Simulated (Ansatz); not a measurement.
Reaction (formal exchange of groups at the Si–O bond): `O[Si](F)(Cl)O[SiH3]` + CH₄ → `C[Si](O)(F)Cl` + `O[SiH3]`

Gas-phase electronic energies from Ansatz, PBE0-D4/def2-TZVP geometries. CBS: MP2 limit from def2 TZ/QZ plus the TZ coupled-cluster correction, frozen cores. This one scheme is used for every species. DFT in def2-TZVPP. Each species was taken in one conformer, which may not be the lowest.

`O[Si](F)(Cl)O[SiH3]`:

```xyz
10

O     1.449   -1.951   -0.690
Si    1.208   -0.477   -0.079
F     2.152    0.578   -0.787
Cl    1.717   -0.541    1.876
O    -0.308    0.010   -0.277
Si   -1.558    0.933    0.269
H     1.124   -2.143   -1.571
H    -2.771    0.515   -0.472
H    -1.742    0.712    1.724
H    -1.271    2.364    0.008
```

CH₄:

```xyz
5

C     0.000    0.000    0.000
H     1.050   -0.242    0.163
H    -0.302    0.789    0.688
H    -0.609   -0.887    0.175
H    -0.139    0.340   -1.026
```

`C[Si](O)(F)Cl`:

```xyz
9

C    -0.446   -1.193   -0.004
Si    0.294    0.472   -0.216
O    -0.424    1.513    0.802
F     0.112    0.968   -1.717
Cl    2.318    0.459    0.105
H    -0.282   -1.556    1.012
H     0.001   -1.902   -0.704
H    -1.521   -1.150   -0.189
H    -0.052    2.390    0.912
```

`O[SiH3]`:

Cartesian coordinates in Å:
```
O 1.014 0.323 0.713
Si -0.384 -0.069 -0.065
H 1.828 0.304 0.209
H -0.658 0.854 -1.200
H -1.458 0.045 0.947
H -0.342 -1.457 -0.604
```

| species | PBE0-D4 energy (Eh) |
| --- | --- |
| `O[Si](F)(Cl)O[SiH3]` | -1291.66031 |
| CH₄ | -40.47612 |
| `C[Si](O)(F)Cl` | -965.10232 |
| `O[SiH3]` | -366.99139 |

Q: Work out ΔE.

A: ΔE = (-965.10232) + (-366.99139) − (-1291.66031) − (-40.47612) = 0.04272 Eh = +1.16 eV. CCSD(T)/CBS gives +1.25 eV.

Largest T1 diagnostic among the species: 0.011.

The D4 term adds +0.05 eV with B3LYP and +0.03 eV with PBE0; it sums over pairs of atoms, weighted by their polarisabilities, and B3LYP, whose exchange is more repulsive, gets the larger term. From PBE to PBE0 (25 % exact exchange), in def2-TZVPP and without D4, ΔE moves by +0.07 eV. In def2-TZVPP, CCSD(T) changes the Hartree–Fock value by −0.18 eV (the triples alone add −0.02 eV) and MP2 by −0.18 eV.

B3LYP here is the variant with VWN-RPA as its local correlation; programs differ in this.
